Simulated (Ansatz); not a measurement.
**Question.** Predict a relaxed structure of `Sc1ccc(-c2ccc(-c3ccc(-c4ccc(S)s4)s3)s2)s1`, charge 0, singlet, at PBE-D4/def2-SVP (Ansatz).

**Answer.** 
Cartesian coordinates in Å:
```
S -4.528 -5.746 -4.993
C -3.712 -4.862 -3.706
C -3.364 -5.343 -2.451
C -2.616 -4.412 -1.684
C -2.384 -3.204 -2.345
C -1.698 -2.026 -1.870
C -1.569 -0.774 -2.474
C -0.822 0.149 -1.707
C -0.359 -0.375 -0.498
C 0.426 0.260 0.529
C 0.887 -0.259 1.741
C 1.638 0.666 2.503
C 1.771 1.915 1.894
C 2.457 3.092 2.363
C 2.574 4.348 1.773
C 3.335 5.274 2.535
C 3.811 4.729 3.722
S 4.788 5.454 4.998
S 3.313 3.065 3.900
S 0.944 1.927 0.348
S -0.866 -2.045 -0.327
S -3.075 -3.250 -3.954
H -5.676 -5.001 -5.028
H -3.662 -6.340 -2.103
H -2.270 -4.600 -0.658
H -2.019 -0.540 -3.449
H -0.619 1.183 -2.019
H 0.678 -1.290 2.060
H 2.078 0.435 3.484
H 2.112 4.592 0.805
H 3.532 6.310 2.228
H 4.893 6.665 4.385
```
 This is one stationary point.
